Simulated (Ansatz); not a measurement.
Geometry optimisation, Ansatz 0.2.0, RKS PBE0-D4/def2-SVP.

Input file:

```yaml
crystal:
  periodic: [false, false, false]
  atoms:
    - { symbol: W, position_ang: [-0.510796, -0.063955, 0.180552] }
    - { symbol: F, position_ang: [-0.114592, 0.427046, 1.94018] }
    - { symbol: H, position_ang: [0.887167, -0.938224, 0.423662] }
    - { symbol: H, position_ang: [-0.451589, 1.213419, -0.919959] }
    - { symbol: F, position_ang: [-2.299025, -0.608028, 0.142478] }
    - { symbol: H, position_ang: [-0.382397, -1.568122, -0.515852] }
    - { symbol: H, position_ang: [0.506145, -0.194012, -1.150222] }
    - { symbol: "N", position_ang: [2.01393, 1.89658, 0.824685] }
    - { symbol: H, position_ang: [2.93244, 1.602944, 0.505171] }
    - { symbol: Si, position_ang: [1.502493, 3.558623, 0.633073] }
    - { symbol: H, position_ang: [1.693127, 3.944257, -0.796364] }
    - { symbol: H, position_ang: [0.054738, 3.615318, 0.995965] }
    - { symbol: H, position_ang: [2.23684, 4.546165, 1.493281] }
    - { symbol: H, position_ang: [1.75352, 1.419088, 1.706748] }
basis:
  gaussian: { orbitals: def2-SVP }
hamiltonian:
  xc: pbe0
  dispersion: d4
relax:
  f_tol: 0.03
  max_steps: 50
```

Run as:

```bash
$ ansatz run input.yaml --threads 4 --pin off --max-ram 5120MiB --backend cpu --events-out ev --progress --plain --runs-dir out
```

Question: Where does it end, and by what steps?

Answer: The run converged. After 9 steps the energy has fallen by 0.827 eV; H9 moved furthest, 0.66 Å. Joined: W1–N8 (3.26 → 2.30 Å).

```json
{"step": "0", "energy less start (eV)": "0.0000", "largest force component (eV/Å)": "0.665", "accepted": "yes"}
{"step": "1", "energy less start (eV)": "-0.1834", "largest force component (eV/Å)": "0.683", "accepted": "yes"}
{"step": "2", "energy less start (eV)": "-0.4314", "largest force component (eV/Å)": "0.894", "accepted": "yes"}
{"step": "3", "energy less start (eV)": "-0.6963", "largest force component (eV/Å)": "0.877", "accepted": "yes"}
{"step": "4", "energy less start (eV)": "-0.7282", "largest force component (eV/Å)": "1.129", "accepted": "yes"}
{"step": "5", "energy less start (eV)": "-0.8137", "largest force component (eV/Å)": "0.261", "accepted": "yes"}
{"step": "6", "energy less start (eV)": "-0.8215", "largest force component (eV/Å)": "0.112", "accepted": "yes"}
{"step": "7", "energy less start (eV)": "-0.8250", "largest force component (eV/Å)": "0.061", "accepted": "yes"}
{"step": "8", "energy less start (eV)": "-0.8265", "largest force component (eV/Å)": "0.036", "accepted": "yes"}
{"step": "9", "energy less start (eV)": "-0.8272", "largest force component (eV/Å)": "0.025", "accepted": "yes"}
```

```xyz
14
Properties=species:S:1:pos:R:3
W -0.204 0.227 0.293
F -0.166 0.388 2.195
H 1.142 -0.741 0.539
H -0.189 1.514 -0.813
F -2.039 -0.117 0.013
H -0.133 -1.244 -0.476
H 0.843 0.101 -1.029
N 1.613 1.560 0.777
H 2.427 1.261 0.242
Si 1.249 3.307 0.534
H 1.378 3.587 -0.919
H -0.130 3.546 1.036
H 2.226 4.124 1.314
H 1.805 1.339 1.757
```

Whether the end is a true minimum wasn't checked by a vibrational analysis.

Run time: 38 s on 4 threads of Arm Neoverse V2, on a shared host, peak memory 0.4 GiB.
